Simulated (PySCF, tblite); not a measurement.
Isomers of C6H6FO (doublet state), one GFN2-xTB conformer each. Single-point energies are computed at B3LYP/pcH-1 (PySCF, gas phase, no added dispersion term), electronic only. GFN2-xTB treats the open shell by occupation alone, and not every SCF solution was tested for stability.

Problem. Rank them by B3LYP/pcH-1 energy, lowest first (kcal/mol).
A. `[CH2:1][C@H:2]([F:3])/[CH:4]=[CH:5]/[CH:6]=[C:7]=[O:8]` (doublet state) with H–C1–C2–F3 -161° and 18°, C1–C2–C4–C5 3°, C4–C5–C6–C7 1°
B. `[O:1]=[C:2]1[CH:3]=[C:4][CH2:5][C@@H:6]([F:7])[CH2:8]1` (doublet state) with O1–C2–C3–C4 -178°, C3–C4–C5–C6 19°, C4–C5–C6–F7 -167°, C5–C6–C8–C2 56°
C. `[O:1]=[C:2]1[CH:3]=[CH:4][CH2:5][C:6]([F:7])[CH2:8]1` (doublet state) with O1–C2–C3–C4 148°, C3–C4–C5–C6 4°, C4–C5–C6–F7 -122°, C5–C6–C8–C2 -58°
D. `[O:1]=[C:2][C@@H:3]1[C@H:4]([F:5])[C:6]12[CH2:7][CH2:8]2` (doublet state) with O1–C2–C3–C4 35°
E. `[OH:1][C:2]1=[CH:3][C@H:4]([F:5])[CH:6][CH:7]=[CH:8]1` (doublet state) with H–O1–C2–C3 2°
F. `[CH2:1][c:2]1[cH:3][cH:4][c:5]([CH2:6][F:7])[o:8]1` (doublet state) with H–C1–C2–C3 180° and 0°, C4–C5–C6–F7 0°
G. `[O:1]=[CH:2][C:3]1[C@@H:4]([F:5])[C:6]12[CH2:7][CH2:8]2` (doublet state) with O1–C2–C3–C4 -173°
H. `[CH3:1][C@@H:2]([F:3])/[CH:4]=[CH:5]/[C:6]=[C:7]=[O:8]` (doublet state) with C1–C2–C4–C5 -115°

Solution. E (0.0), F (2.6), C (10.7), B (18.3), H (20.5), A (35.7), D (49.0), G (55.7).

As drawn, the lowest has an O–H bond, which the highest lacks; the highest has a three-membered ring and a quaternary carbon, which the lowest lacks. Neighbours under 5.0 kcal/mol apart (OC1=C[C@H](F)[CH]C=C1 and [CH2]c1ccc(CF)o1; O=C1C=[C]C[C@@H](F)C1 and C[C@@H](F)/C=C/[C]=C=O) can change places with a better method, another conformer or zero-point energy. GFN2-xTB itself gives, in the same order: 5.7, 0.0, 18.2, 28.9, 33.0, 55.4, 52.8, 52.3. GFN2-xTB puts [CH2]c1ccc(CF)o1 lowest instead; measured from each level's own lowest isomer, the values differ by up to 19.7 kcal/mol ([CH2][C@H](F)/C=C/C=C=O: 55.4 against 35.7).

Problem. What happens when harmonic zero-point energies from GFN2-xTB frequencies are added?

Solution. 
```
                    SMILES  ZPE (kcal/mol)  electronic (kcal/mol)  with ZPE (kcal/mol)
     OC1=C[C@H](F)[CH]C=C1            64.0                    0.0                  0.0
          [CH2]c1ccc(CF)o1            63.8                    2.6                  2.5
          O=C1C=CC[C](F)C1            64.1                   10.7                 10.9
     O=C1C=[C]C[C@@H](F)C1            64.6                   18.3                 19.0
    C[C@@H](F)/C=C/[C]=C=O            62.6                   20.5                 19.1
   [CH2][C@H](F)/C=C/C=C=O            60.8                   35.7                 32.6
O=[C][C@@H]1[C@H](F)C12CC2            63.9                   49.0                 49.0
    O=C[C]1[C@@H](F)C12CC2            63.1                   55.7                 54.9
```

The zero-point energies span 3.8 kcal/mol. The order is unchanged.

Problem. As an exercise, what shares would exp(−E/RT) give at 298.15 K from these electronic energies alone (no entropy, no degeneracies)?

Solution. RT = 0.592 kcal/mol: OC1=C[C@H](F)[CH]C=C1 98.8 %, [CH2]c1ccc(CF)o1 1.2 %, O=C1C=CC[C](F)C1 under 0.1 %, O=C1C=[C]C[C@@H](F)C1 under 0.1 %, C[C@@H](F)/C=C/[C]=C=O under 0.1 %, [CH2][C@H](F)/C=C/C=C=O under 0.1 %, O=[C][C@@H]1[C@H](F)C12CC2 under 0.1 %, O=C[C]1[C@@H](F)C12CC2 under 0.1 %.
